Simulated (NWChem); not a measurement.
System: BeNH$_{3}$S; SMILES [NH2][Be][SH]

NWChem input:

```
start job
memory heap 200 mb stack 900 mb global 1100 mb
geometry units angstroms noautosym nocenter noautoz
  Be     0.043793    -0.584133     0.000129
  N      0.009262    -2.080090     0.001621
  H     -0.005637    -2.669505    -0.824241
  H      0.000732    -2.667354     0.829103
  S      0.108203     1.321507    -0.001279
  H     -1.239451     1.442497     0.003770
end
basis spherical
  * library def2-svpd
end
dft
  xc b3lyp
  iterations 150
end
property
  response 1 0.0
end
task dft property
```

All runs use the structure optimised with PBE0/def2-SVP.

Static field.

Task: Give the results of this calculation. (B3LYP/def2-SVPD.) Quantities: isotropic polarisability (bohr³); anisotropy (bohr³).

Result: The isotropic polarisability (bohr³) is 47.6 and the anisotropy (bohr³) comes out as 18.7.
